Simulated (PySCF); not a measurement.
A structure optimised at PBE-D3(BJ)/def2-TZVP, used in a PySCF frequency run:

```xyz
7

C      0.0000     1.1412     0.1563
N      0.0000     0.0000    -0.5126
C      0.0000    -1.1412     0.1563
H      0.0000     1.1812     1.2595
H      0.0000     2.0788    -0.4029
H      0.0000    -2.0788    -0.4029
H      0.0000    -1.1812     1.2595
```
Charge 0, spin multiplicity 2.

Problem. Write its SMILES, formula and point group.

Solution. [CH2]N=C, C₂H₄N, C2v

Problem. What are its rotational constants (standard atomic weights)?

Solution. 65.431, 11.805, 10.001 GHz
